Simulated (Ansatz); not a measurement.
`[CH3][SnH]([OH])[Br]` + H–F → `[CH3][SnH]([OH])[F]` + HBr at 298.15 K and 1 bar (ligand exchange at the Sn–Br bond).

Gas-phase electronic energies from Ansatz, PBE0-D4/def2-TZVP geometries. CCSD(T)/CBS is the MP2 limit (def2-TZVPP, def2-QZVPP) plus CCSD(T) − MP2 in def2-TZVPP, frozen cores. This one scheme is used for every species. def2 core potentials past Kr. For Br, Sn outer-core shells are correlated without core-valence functions, which leaves a few kJ/mol of doubt a bond. Scalar relativity is left out up to krypton. Each species was taken in one conformer, which may not be the lowest.

| species | CCSD(T)/CBS energy (Eh) | H − E (kJ/mol) | S (J/(mol·K)) |
| --- | --- | --- | --- |
| `[CH3][SnH]([OH])[Br]` | -2903.65401 | 172.2 | 381.5 |
| H–F | -100.39570 | 33.5 | 173.6 |
| `[CH3][SnH]([OH])[F]` | -430.11060 | 173.6 | 359.7 |
| HBr | -2573.91920 | 24.6 | 198.6 |

H − E and S are ideal-gas, rigid-rotor, harmonic terms from PBE0-D4/def2-TZVP, for one conformer and one mirror image of each species. 1 Eh = 2625.50 kJ/mol, R = 8.31446 J/(mol·K).

**Question.** By hand: ΔE, ΔH, ΔS and ΔG.

**Answer.** ΔE = (-430.11060) + (-2573.91920) − (-2903.65401) − (-100.39570) = 0.01991 Eh = 52.3 kJ/mol. Δ(H − E) = 173.6 + 24.6 − 172.2 − 33.5 = -7.5, so ΔH = 44.8 kJ/mol. ΔS = 359.7 + 198.6 − 381.5 − 173.6 = 3.2 J/(mol·K). ΔG = 44.8 − 298.15 × (3.2)/1000 = 43.8 kJ/mol.

**Question.** By hand: the equilibrium constant, and the temperature at which ΔG would vanish if ΔH and ΔS stayed fixed.

**Answer.** log₁₀ K = −ΔG/(RT ln 10) = -7.7. ΔG = 0 at ΔH/ΔS = 14000 K, far beyond where these terms or the molecules hold.

The number of gas molecules stays the same, so ΔS is small and ΔH decides. A doubt of 5 kJ/mol in ΔE shifts log₁₀ K by 0.9 here. Other conformers and mirror images would add mixing entropy, several J/(mol·K) or more a flexible species. Modes under 60 cm⁻¹, often nearly free rotors, make the harmonic entropy too high. These are equilibria of isolated gas molecules and say nothing of rates. Largest T1 diagnostic: 0.013 (customary marks: 0.02 for closed shells, 0.045 for open ones).
